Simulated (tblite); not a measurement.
C5H12GeN2.
Cartesian coordinates in Å at the GFN2-xTB level; atoms count from 1:
```
atom  x, y, z in Å
C1     2.5293   -1.4310   -0.6685
C2     1.2020   -1.3756   -0.6501
N3     0.4333   -0.4137   -0.0276
C4     0.9357    0.9534    0.0851
C5    -0.2352    1.8465   -0.3457
C6    -1.0954    0.8627   -1.1406
N7    -0.9385   -0.3830   -0.4203
Ge8   -2.0573   -0.8630    0.9598
H9     3.1530   -0.6775   -0.2221
H10    3.0315   -2.2655   -1.1205
H11    0.6031   -2.1705   -1.0740
H12    1.7950    1.0840   -0.5805
H13    1.2512    1.1552    1.1128
H14    0.0902    2.7027   -0.9324
H15   -0.7910    2.1999    0.5254
H16   -0.6948    0.7425   -2.1557
H17   -2.1455    1.1472   -1.2002
H18   -1.5709   -2.2148    1.3504
H19   -3.4358   -0.9148    0.3826
H20   -2.0648    0.0259    2.1771
```

Method: GFN2-xTB as coded in tblite; computed harmonic values from a numerical Hessian at the method's own geometry, unscaled. Errors from tens to a few hundred cm⁻¹ against measured bands are possible. Modes of hydrogen on germanium can be 10 to 20 % off. One conformer, not necessarily the lowest.

Harmonic wavenumbers (cm⁻¹): 48.6, 85.1, 113.0, 119.3, 171.7, 231.7, 251.4, 321.8, 424.1, 504.0, 565.2, 574.4, 606.5, 637.9, 659.9, 756.0, 799.0, 814.5, 837.9, 853.8, 871.9, 926.7, 972.6, 983.8, 1004.2, 1043.4, 1070.4, 1103.7, 1131.0, 1174.5, 1177.8, 1211.2, 1266.3, 1278.8, 1288.9, 1300.4, 1312.8, 1420.3, 1470.5, 1477.7, 1491.7, 1695.0, 1912.9, 2031.7, 2103.9, 2897.8, 2922.9, 2948.6, 2972.1, 2991.0, 3019.0, 3063.2, 3124.3, 3153.5.

A = 2209, B = 976.2, C = 769.3 MHz; mass 174.021 u (most abundant isotopes); point group C1, symmetry number 1.

Problem. What is the zero-point energy?

Solution. Half the sum of the wavenumbers: 34595 cm⁻¹ = 98.91 kcal/mol.

Problem. Give the ideal-gas entropy at 273.15 K and 1 bar in the rigid-rotor, harmonic-oscillator model (classical rotation).

Solution. Translation 40.96, rotation 29.39, vibration 25.59: S = 95.9 cal/(mol K).

Problem. And Cp and H(273.15 K) − H(0)?

Solution. Cp = 35.99 cal/(mol K), of which vibrations give 28.04 (their classical limit is 54 R = 107.3); H(273.15 K) − H(0) = 5.92 kcal/mol without the zero-point energy, 3.74 from vibrations.

Problem. How do the functions run with temperature in this model?

Solution. 
```csv
T (K),S (cal/(mol K)),Cp (cal/(mol K)),H − H(0) (kcal/mol),G − H(0) (kcal/mol),ln q(vib)
150,78.8,22.9,2.32,-9.50,2.88
250,92.9,33.3,5.11,-18.11,5.40
298.15,99.2,38.9,6.85,-22.73,6.61
400,112.3,50.1,11.40,-33.50,9.22
600,136.1,67.4,23.26,-58.38,14.41
900,166.8,83.7,46.14,-103.95,21.95
```

q(vib) and H(0) count from the zero-point level.

Problem. Blend soft modes into free rotors: weight 1/[1 + (100 cm⁻¹/ν̃)⁴] for the oscillator and the rest for a rotor with moment μB/(μ + B), μ = h/(8π²ν), B = 10⁻⁴⁴ kg m². What vibrational entropy results?

Solution. 23.76 cal/(mol K) in place of 25.59, which changes −T·S at 273.15 K by +0.50 kcal/mol.

Problem. Which modes carry the vibrational entropy at 273.15 K?

Solution. 48.6 cm⁻¹: 4.70; 85.1 cm⁻¹: 3.60; 113.0 cm⁻¹: 3.05; 119.3 cm⁻¹: 2.94; 171.7 cm⁻¹: 2.25; 231.7 cm⁻¹: 1.71 cal/(mol K); the other 48 give 7.34 together.

Problem. What must be added to the electronic energy to get the Gibbs energy at 273.15 K and 1 bar?

Solution. ZPE + [H(273.15 K) − H(0)] − T·S = 98.91 + 5.92 − 26.21 = 78.62 kcal/mol.

Hindered rotation and anharmonicity are outside this model. Other conformers, if any are populated, would add a mixing term that is left out. The structure is chiral; the term R ln 2 for an equal mix with its mirror image is left out.

Hardware: one thread, Arm Neoverse N1 (aarch64), shared host. Cost: 1.3 s of wall time. The figure is for the frequency step alone.
